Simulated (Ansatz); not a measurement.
```yaml
crystal:
  periodic: [false, false, false]
  atoms:
    - {symbol: Zr, position_ang: [-1.394951, 1.556410, 0.109615]}
    - {symbol: Zr, position_ang: [0.688449, -0.577071, -0.974618]}
    - {symbol: Zr, position_ang: [-0.285431, -0.744468, 1.910223]}
    - {symbol: O, position_ang: [-1.932338, 3.212567, 0.286238]}
    - {symbol: O, position_ang: [0.591637, 0.618699, 0.706145]}
    - {symbol: O, position_ang: [-0.328676, 1.106377, -1.756785]}
    - {symbol: O, position_ang: [2.270281, -1.059547, -1.960496]}
    - {symbol: O, position_ang: [-1.252195, -0.026745, -1.542491]}
    - {symbol: O, position_ang: [-1.870276, 0.266518, 1.653627]}
    - {symbol: O, position_ang: [0.098522, -1.897157, 0.362988]}
    - {symbol: H, position_ang: [3.031246, -1.362960, -2.455405]}
    - {symbol: H, position_ang: [0.383723, -1.092634, 3.660960]}
basis:
  gaussian: {orbitals: def2-TZVPD}
total_charge: -1
magnetization: {spin_polarized: true, initial_magnetization: 1}
hamiltonian: {xc: pbe0, dispersion: d4}
scf: {omitted_lower_state_checks: [starts]}
output: {orbitals: {seedname: orbitals}}
```

```sh
$ ansatz run in.yaml --threads 4 --pin off --events-out ev --progress --plain --max-ram 4787MiB
```

Problem. Does this run fit into the memory that it is given?

Solution. No. It has 418 basis functions, and Ansatz plans for 6 GiB where 5 GiB are given.
